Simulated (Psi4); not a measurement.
C2HO2 (SMILES O=[C-]C=O), charge -1, singlet, geometry from GFN2-xTB (a gas-phase anion, which may not be bound at this level); BHHLYP/6-31G** run with Psi4.

Here is a job for Psi4.
```
memory 2 GB

molecule {
-1 1
  C     0.31713830    0.54782505   -0.19540831
  C    -0.03599745   -0.70869134    0.06198081
  O     0.81236598    1.62949696    0.08359265
  O    -1.13968581   -1.34581562    0.02327185
  H     0.93171368   -1.30425298   -0.05435090
}

set basis 6-31g**

energy('bhhlyp')
print_variables()
```

### Question
Predict the main parts of the log of this Psi4 run.

### Answer

```
   => Loading Basis Set <=

    Name: 6-31G**
    Role: ORBITAL
    Keyword: BASIS

         ---------------------------------------------------------
                                   SCF
               by Justin Turney, Rob Parrish, Andy Simmonett
                          and Daniel G. A. Smith
                              RKS Reference
         ---------------------------------------------------------

  ==> Geometry <==

    Molecular point group: c1
    Full point group: C1

    Geometry (in Angstrom), charge = -1, multiplicity = 1:

       Center              X                  Y                   Z               Mass
    ------------   -----------------  -----------------  -----------------  -----------------
         C            0.333327705974     0.525146844250    -0.196344881101    12.000000000000
         C           -0.019808044026    -0.731369545750     0.061044238899    12.000000000000
         O            0.828555385974     1.606818754250     0.082656078899    15.994914619570
         O           -1.123496404026    -1.368493825750     0.022335278899    15.994914619570
         H            0.947903085974    -1.326931185750    -0.055287471101     1.007825032230

  Running in c1 symmetry.

  Rotational constants: A =      2.94488  B =      0.15092  C =      0.14511 [cm^-1]
  Rotational constants: A =  88285.34052  B =   4524.57988  C =   4350.32314 [MHz]
  Nuclear repulsion =   93.228983875978486

  Charge       = -1
  Multiplicity = 1
  Electrons    = 30
  Nalpha       = 15
  Nbeta        = 15

  ==> Algorithm <==

  SCF Algorithm Type is DF.
  DIIS enabled.
  MOM disabled.
  Fractional occupation disabled.
  Guess Type is SAD.
  Energy threshold   = 1.00e-06
  Density threshold  = 1.00e-06
  Integral threshold = 1.00e-12

  ==> Primary Basis <==

  Basis Set: 6-31G**
    Blend: 6-31G**
    Number of shells: 27
    Number of basis functions: 65
    Number of Cartesian functions: 65
    Spherical Harmonics?: false
    Max angular momentum: 2

  ==> DFT Potential <==

   => LibXC <=

    Version 7.1.2
    S. Lehtola, C. Steigemann, M. J. T. Oliveira, and M. A. L. Marques,  SoftwareX 7, 1–5 (2018) (10.1016/j.softx.2017.11.002)

   => Composite Functional: BHANDHLYP <=

    BHandHLYP Hyb-GGA Exchange-Correlation Functional

    A. D. Becke,  J. Chem. Phys. 98, 1372 (1993) (10.1063/1.464304)
    Defined through Gaussian implementation.

    Deriv               =              1
    GGA                 =           TRUE
    Meta                =          FALSE

    Exchange Hybrid     =           TRUE
    MP2 Hybrid          =          FALSE

   => Exchange Functionals <=

    0.5000         Becke 88

   => Exact (HF) Exchange <=

    0.5000               HF

   => Correlation Functionals <=

    1.0000   Lee, Yang & Parr

   => LibXC Density Thresholds  <==

    XC_HYB_GGA_XC_BHANDHLYP:  1.00E-15

   => Molecular Quadrature <=

    Radial Scheme          =       TREUTLER
    Pruning Scheme         =           NONE
    Nuclear Scheme         =       TREUTLER

    Blocking Scheme        =         OCTREE
    BS radius alpha        =              1
    Pruning alpha          =              1
    Radial Points          =             75
    Spherical Points       =            302
    Total Points           =         106768
    Total Blocks           =            872
    Max Points             =            255
    Max Functions          =             64
    Weights Tolerance      =       1.00E-15

   => Loading Basis Set <=

    Name: (6-31G** AUX)
    Role: JKFIT
    Keyword: DF_BASIS_SCF

  ==> Integral Setup <==

  SCF_SUBTYPE=INCORE selected. In-core MEM_DF algorithm will be used.
  Using in-core AOs.

  ==> MemDFJK: Density-Fitted J/K Matrices <==

    J tasked:                   Yes
    K tasked:                   Yes
    wK tasked:                   No
    Algorithm:                 Core
    Schwarz Cutoff:           1E-12
    Mask sparsity (%):       1.1834
    Fitting Condition:        1E-10

   => Auxiliary Basis Set <=

  Basis Set: (6-31G** AUX)
    Blend: CC-PVDZ-JKFIT
    Number of shells: 105
    Number of basis functions: 349
    Number of Cartesian functions: 349
    Spherical Harmonics?: false
    Max angular momentum: 3

  Minimum eigenvalue in the overlap matrix is 2.7614927470E-03.
  Reciprocal condition number of the overlap matrix is 4.4011064391E-04.
    Using symmetric orthogonalization.

  ==> Pre-Iterations <==

  SCF Guess: Superposition of Atomic Densities via on-the-fly atomic UHF (no occupation information).

   -------------------------
    Irrep   Nso     Nmo
   -------------------------
     A         65      65
   -------------------------
    Total      65      65
   -------------------------

  ==> Iterations <==

                           Total Energy        Delta E     RMS |[F,P]|

   @DF-RKS iter SAD:  -226.27222228727848   -2.26272e+02   0.00000e+00
   @DF-RKS iter   1:  -226.83587210947803   -5.63650e-01   1.11379e-02 ADIIS/DIIS
   @DF-RKS iter   2:  -226.66341345168163    1.72459e-01   1.53150e-02 ADIIS/DIIS
   @DF-RKS iter   3:  -227.05133102977294   -3.87918e-01   2.27589e-03 ADIIS/DIIS
   @DF-RKS iter   4:  -227.06079678209153   -9.46575e-03   5.99558e-04 ADIIS/DIIS
   @DF-RKS iter   5:  -227.06125895536402   -4.62173e-04   3.74756e-04 ADIIS/DIIS
   @DF-RKS iter   6:  -227.06150135365613   -2.42398e-04   7.29937e-05 DIIS
   @DF-RKS iter   7:  -227.06151935494569   -1.80013e-05   2.47711e-05 DIIS
   @DF-RKS iter   8:  -227.06152338761297   -4.03267e-06   1.40581e-05 DIIS
   @DF-RKS iter   9:  -227.06152523106371   -1.84345e-06   4.74904e-06 DIIS
   @DF-RKS iter  10:  -227.06152588723305   -6.56169e-07   2.18907e-06 DIIS
   @DF-RKS iter  11:  -227.06152603528366   -1.48051e-07   7.23798e-07 DIIS
  Energy and wave function converged.

  ==> Post-Iterations <==

   Electrons on quadrature grid:
      Ntotal   =   30.0000014150 ; deviation = 1.415e-06

    Orbital Energies [Eh]
    ---------------------

    Doubly Occupied:

       1A    -19.495328     2A    -19.384721     3A    -10.443701
       4A    -10.422683     5A     -0.964376     6A     -0.864233
       7A     -0.599671     8A     -0.363941     9A     -0.319919
      10A     -0.265182    11A     -0.256642    12A     -0.209268
      13A     -0.164682    14A     -0.063254    15A      0.017791

    Virtual:

      16A      0.247880    17A      0.337416    18A      0.389061
      19A      0.517426    20A      0.610623    21A      0.683948
      22A      0.812156    23A      0.842318    24A      0.858837
      25A      0.919969    26A      0.983914    27A      1.048719
      28A      1.069090    29A      1.129205    30A      1.185665
      31A      1.220986    32A      1.296199    33A      1.309283
      34A      1.375597    35A      1.406705    36A      1.475892
      37A      1.710825    38A      1.720772    39A      1.800168
      40A      1.875166    41A      1.912055    42A      1.966413
      43A      2.024792    44A      2.107854    45A      2.132536
      46A      2.192230    47A      2.261183    48A      2.285224
      49A      2.375709    50A      2.451123    51A      2.513943
      52A      2.691214    53A      2.796220    54A      2.857405
      55A      3.018232    56A      3.148215    57A      3.207843
      58A      3.322545    59A      3.414510    60A      3.441991
      61A      3.740460    62A      4.231206    63A      4.356882
      64A      4.592258    65A      4.970701

    Final Occupation by Irrep:
              A
    DOCC [    15 ]
    NA   [    15 ]
    NB   [    15 ]

  @DF-RKS Final Energy:  -227.06152603528366

   => Energetics <=

    Nuclear Repulsion Energy =             93.2289838759784857
    One-Electron Energy =                -502.3105372628120904
    Two-Electron Energy =                 196.8400934388868393
    DFT Exchange-Correlation Energy =     -14.8200660873369046
    Empirical Dispersion Energy =           0.0000000000000000
    VV10 Nonlocal Energy =                  0.0000000000000000
    Total Energy =                       -227.0615260352836628

Computation Completed

Properties will be evaluated at   0.000000,   0.000000,   0.000000 [a0]

Properties computed using the SCF density matrix

 Multipole Moments:

 ------------------------------------------------------------------------------------
     Multipole            Electronic (a.u.)      Nuclear  (a.u.)        Total (a.u.)
 ------------------------------------------------------------------------------------

 L = 1.  Multiply by 2.5417464519 to convert [e a0] to [Debye]
 Dipole X            :         -0.2236667            0.8872130            0.6635463
 Dipole Y            :          1.6341137           -1.2428123            0.3913014
 Dipole Z            :          0.0786898           -0.0513258            0.0273639
 Magnitude           :                                                    0.7708173

 ------------------------------------------------------------------------------------

  Variable Map:
  ----------------------------------------------------------------------------
  "CURRENT ENERGY"              =>    -227.061526035284
  "CURRENT REFERENCE ENERGY"    =>    -227.061526035284
  "DD SOLVATION ENERGY"         =>       0.000000000000
  "DFT FUNCTIONAL TOTAL ENERGY" =>    -227.061526035284
  "DFT TOTAL ENERGY"            =>    -227.061526035284
  "DFT VV10 ENERGY"             =>       0.000000000000
  "DFT XC ENERGY"               =>     -14.820066087337
  "GRID ELECTRONS ALPHA"        =>      15.000000707512
  "GRID ELECTRONS BETA"         =>      15.000000707512
  "GRID ELECTRONS TOTAL"        =>      30.000001415024
  "NUCLEAR REPULSION ENERGY"    =>      93.228983875978
  "ONE-ELECTRON ENERGY"         =>    -502.310537262812
  "PCM POLARIZATION ENERGY"     =>       0.000000000000
  "PE ENERGY"                   =>       0.000000000000
  "SCF ITERATION ENERGY"        =>    -227.061526035284
  "SCF ITERATIONS"              =>      11.000000000000
  "SCF TOTAL ENERGY"            =>    -227.061526035284
  "TWO-ELECTRON ENERGY"         =>     196.840093438887
  "XC GRID RADIAL POINTS"       =>      75.000000000000
  "XC GRID SPHERICAL POINTS"    =>     302.000000000000
  "XC GRID TOTAL POINTS"        =>  106768.000000000000

  Array Variable Map:
  ----------------------------------------------------------------------------
  "CURRENT DIPOLE"              =>       0.663546337529 ... 0.027363932014 1 by 3
  "SCF DIPOLE"                  =>       0.663546337529 ... 0.027363932014 1 by 3
  "SCF TOTAL ENERGIES"          =>    -226.272222287278 ... -227.061526035284 1 by 12
```
